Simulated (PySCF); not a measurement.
PySCF job for C3H11NSi2, SMILES C=C([SiH3])C[SiH2]N, TDA-PBE/def2-SVPD. Geometry: PBE0-D3(BJ)/def2-SVP. The structure was generated by enumeration, and PubChem lists no compound with its InChIKey, so it may never have been made. The values are those of a single conformer.

```python
import numpy as np
from pyscf import gto, scf, dft, tdscf

mol = gto.M(
    atom='''
    C    -1.37440664   -1.82702919    0.07595540
    C    -1.07681104   -0.53550296   -0.14154265
    Si   -2.18203058    0.80171418    0.58203288
    C     0.13255824   -0.11071257   -0.92692122
    Si    1.66121244   -0.04287426    0.18689309
    N     3.00601971    0.59917846   -0.70080772
    H    -2.23815079   -2.12954746    0.67527715
    H    -0.76389320   -2.63631413   -0.34462379
    H    -2.80498484    1.59806777   -0.52307286
    H    -1.39241095    1.75727556    1.42020134
    H    -3.25800494    0.18268882    1.41266002
    H     0.35959184   -0.81808616   -1.74230837
    H    -0.00573584    0.87930015   -1.39557423
    H     2.04356058   -1.42838507    0.59448232
    H     1.28524089    0.71512233    1.42803579
    H     2.99206964    1.56513545   -1.00994585
    H     3.94399004    0.33620310   -0.41939008
    ''',
    basis='def2-SVPD',
    charge=0,
    spin=0,
    max_memory=1600,
    verbose=4,
)
mf = dft.RKS(mol, xc='pbe').density_fit(auxbasis='def2-universal-jkfit')
mf.grids.level = 3
mf.conv_tol = 1e-9
mf.max_cycle = 100
mf.kernel()
mf.grids = dft.Grids(mol).set(level=1).build(with_non0tab=True)  # coarser grid for the response kernel
td = tdscf.TDA(mf)
td.singlet = True
td.nstates = 6
td.conv_tol = 1e-4
td.positive_eig_threshold = 1e-6
td.kernel(x0=td.get_init_guess(mf, 11))
td.analyze()
tt = tdscf.TDA(mf)
tt.singlet = False
tt.nstates = 2
tt.conv_tol = 1e-4
tt.positive_eig_threshold = 1e-6
tt.kernel(x0=tt.get_init_guess(mf, 7))
tt.analyze(verbose=3)
```

Output:

```
PySCF version 2.14.0

[INPUT] verbose = 4
[INPUT] num. atoms = 17
[INPUT] num. electrons = 64
[INPUT] charge = 0
[INPUT] spin (= nelec alpha-beta = 2S) = 0
[INPUT] symmetry False subgroup None
[INPUT] Mole.unit = angstrom
[INPUT] Symbol           X                Y                Z      unit          X                Y                Z       unit  Magmom
[INPUT]  1 C     -1.374406640000  -1.827029190000   0.075955400000 AA   -2.597252133384  -3.452584790686   0.143534903682 Bohr   0.0
[INPUT]  2 C     -1.076811040000  -0.535502960000  -0.141542650000 AA   -2.034877953508  -1.011953933294  -0.267476843445 Bohr   0.0
[INPUT]  3 Si    -2.182030580000   0.801714180000   0.582032880000 AA   -4.123440191626   1.515020230380   1.099882738692 Bohr   0.0
[INPUT]  4 C      0.132558240000  -0.110712570000  -0.926921220000 AA    0.250498769154  -0.209216435847  -1.751627244848 Bohr   0.0
[INPUT]  5 Si     1.661212440000  -0.042874260000   0.186893090000 AA    3.139236546320  -0.081020609193   0.353176754674 Bohr   0.0
[INPUT]  6 N      3.006019710000   0.599178460000  -0.700807720000 AA    5.680553976944   1.132283189139  -1.324334656781 Bohr   0.0
[INPUT]  7 H     -2.238150790000  -2.129547460000   0.675277150000 AA   -4.229492018579  -4.024261468663   1.276088871677 Bohr   0.0
[INPUT]  8 H     -0.763893200000  -2.636314130000  -0.344623790000 AA   -1.443548936418  -4.981911684021  -0.651244579110 Bohr   0.0
[INPUT]  9 H     -2.804984840000   1.598067770000  -0.523072860000 AA   -5.300653131157   3.019910413794  -0.988464448593 Bohr   0.0
[INPUT] 10 H     -1.392410950000   1.757275560000   1.420201340000 AA   -2.631275348345   3.320769533792   2.683791574340 Bohr   0.0
[INPUT] 11 H     -3.258004940000   0.182688820000   1.412660020000 AA   -6.156737049080   0.345231835820   2.669540544923 Bohr   0.0
[INPUT] 12 H      0.359591840000  -0.818086160000  -1.742308370000 AA    0.679530094228  -1.545958788697  -3.292485643837 Bohr   0.0
[INPUT] 13 H     -0.005735840000   0.879300150000  -1.395574230000 AA   -0.010839166694   1.661636464789  -2.637253081201 Bohr   0.0
[INPUT] 14 H      2.043560580000  -1.428385070000   0.594482320000 AA    3.861769815157  -2.699256582718   1.123408770696 Bohr   0.0
[INPUT] 15 H      1.285240890000   0.715122330000   1.428035790000 AA    2.428753286192   1.351385349261   2.698596539177 Bohr   0.0
[INPUT] 16 H      2.992069640000   1.565135450000  -1.009945850000 AA    5.654192165226   2.957677348348  -1.908521057141 Bohr   0.0
[INPUT] 17 H      3.943990040000   0.336203100000  -0.419390080000 AA    7.453061013612   0.635331781230  -0.792532390559 Bohr   0.0

nuclear repulsion = 349.243575998615
number of shells = 96
number of NR pGTOs = 314
number of NR cGTOs = 216
basis = def2-SVPD
ecp = {}


[settings echo left out]
init E= -753.869792533522
  HOMO = -0.297310541866912  LUMO = -0.11488555170334  gap/eV = 4.96404
cycle= 1 E= -753.725049008497  delta_E= 0.145  |g|= 0.643  |ddm|= 5.43
  HOMO = -0.116466844733841  LUMO = 0.00397506952498139  gap/eV = 3.27739
cycle= 2 E= -753.49044248289  delta_E= 0.235  |g|= 1.14  |ddm|= 3.25
  HOMO = -0.219206267301211  LUMO = -0.0474838785058429  gap/eV = 4.67280
cycle= 3 E= -753.828530086569  delta_E= -0.338  |g|= 0.112  |ddm|= 2.26
  HOMO = -0.215760948509311  LUMO = -0.0520338813865666  gap/eV = 4.45524
cycle= 4 E= -753.830947694877  delta_E= -0.00242  |g|= 0.0689  |ddm|= 0.271
  HOMO = -0.216531244619242  LUMO = -0.0483573252704357  gap/eV = 4.57625
cycle= 5 E= -753.832100544299  delta_E= -0.00115  |g|= 0.0238  |ddm|= 0.113
  HOMO = -0.216655949280536  LUMO = -0.0482480168346977  gap/eV = 4.58261
cycle= 6 E= -753.832244566996  delta_E= -0.000144  |g|= 0.0107  |ddm|= 0.044
  HOMO = -0.216645397682454  LUMO = -0.0487996051628206  gap/eV = 4.56732
cycle= 7 E= -753.832275609735  delta_E= -3.1e-05  |g|= 0.00152  |ddm|= 0.019
  HOMO = -0.216653104619146  LUMO = -0.0486786790596399  gap/eV = 4.57082
cycle= 8 E= -753.832276279401  delta_E= -6.7e-07  |g|= 0.000424  |ddm|= 0.00399
  HOMO = -0.216645895902004  LUMO = -0.0486953229693463  gap/eV = 4.57017
cycle= 9 E= -753.832276325556  delta_E= -4.62e-08  |g|= 0.000143  |ddm|= 0.00108
  HOMO = -0.216649290633885  LUMO = -0.0486878463977374  gap/eV = 4.57046
cycle= 10 E= -753.832276331097  delta_E= -5.54e-09  |g|= 3.52e-05  |ddm|= 0.000337
  HOMO = -0.216651897395546  LUMO = -0.0486930445580445  gap/eV = 4.57039
cycle= 11 E= -753.832276331493  delta_E= -3.96e-10  |g|= 8.11e-06  |ddm|= 9.77e-05
  HOMO = -0.216650501331757  LUMO = -0.0486909734877883  gap/eV = 4.57041
Extra cycle  E= -753.832276331474  delta_E= 1.86e-11  |g|= 1.18e-05  |ddm|= 3.77e-05
converged SCF energy = -753.832276331474
tot grids = 60680
Overwritten attributes  positive_eig_threshold  of <class 'pyscf.tdscf.rks.TDA'>


******** <class 'pyscf.tdscf.rks.TDA'> for <class 'pyscf.df.df_jk.DFRKS'> ********
nstates = 6 singlet
deg_eia_thresh = 1.000e-03
wfnsym = None
conv_tol = 0.0001
eigh lindep = 1e-12
eigh level_shift = 0
eigh max_cycle = 100


Excitation energies (eV)
[4.72539355 5.5119396  5.72290077 5.95231058 6.16526125 6.19493559]

** Singlet excitation energies and oscillator strengths **
Excited State   1:      4.72539 eV    262.38 nm  f=0.0083
      31 -> 33       -0.35583
      32 -> 33       -0.61006
Excited State   2:      5.51194 eV    224.94 nm  f=0.0154
      32 -> 34       -0.69996
Excited State   3:      5.72290 eV    216.65 nm  f=0.0045
      32 -> 35        0.70064
Excited State   4:      5.95231 eV    208.30 nm  f=0.0082
      31 -> 34       -0.68916
Excited State   5:      6.16526 eV    201.10 nm  f=0.0031
      30 -> 33       -0.33966
      31 -> 35        0.60546
Excited State   6:      6.19494 eV    200.14 nm  f=0.0255
      30 -> 33        0.47016
      31 -> 33        0.13612
      31 -> 35        0.31053
      32 -> 36       -0.37655

** Transition electric dipole moments (AU) **
state          X           Y           Z        Dip. S.      Osc.
  1         0.1756      0.2003     -0.0282      0.0718      0.0083
  2        -0.2096     -0.1321     -0.2293      0.1140      0.0154
  3         0.1408     -0.0491     -0.1008      0.0324      0.0045
  4         0.1335      0.0294     -0.1945      0.0565      0.0082
  5         0.0785     -0.0355     -0.1157      0.0208      0.0031
  6         0.2867      0.2864     -0.0621      0.1681      0.0255

** Transition velocity dipole moments (imaginary part, AU) **
state          X           Y           Z        Dip. S.      Osc.
  1         0.0135      0.0049      0.0092      0.0003      0.0011
  2        -0.0377     -0.0177     -0.0423      0.0035      0.0116
  3         0.0178     -0.0051     -0.0205      0.0008      0.0024
  4         0.0169     -0.0158     -0.0378      0.0020      0.0060
  5         0.0069     -0.0037     -0.0244      0.0007      0.0019
  6         0.0540      0.0128      0.0174      0.0034      0.0099

** Transition magnetic dipole moments (imaginary part, AU) **
state          X           Y           Z
  1        -0.0900      0.2843     -0.0465
  2         0.4293     -0.4567      0.3253
  3        -0.2794     -0.3515      0.4347
  4         0.4080     -0.5289      0.3674
  5         0.1054     -0.7728      0.0856
  6         0.5865      0.2752     -0.2488


******** <class 'pyscf.tdscf.rks.TDA'> for <class 'pyscf.df.df_jk.DFRKS'> ********
nstates = 2 triplet
deg_eia_thresh = 1.000e-03
wfnsym = None
conv_tol = 0.0001
eigh lindep = 1e-12
eigh level_shift = 0
eigh max_cycle = 100


Excitation energies (eV)
[3.97176397 4.75282721]

** Triplet excitation energies and oscillator strengths **
Excited State   1:      3.97176 eV    312.16 nm  f=0.0000
Excited State   2:      4.75283 eV    260.86 nm  f=0.0000
```

The calculation finished and met its thresholds.

Cost: very roughly 110 core-seconds.
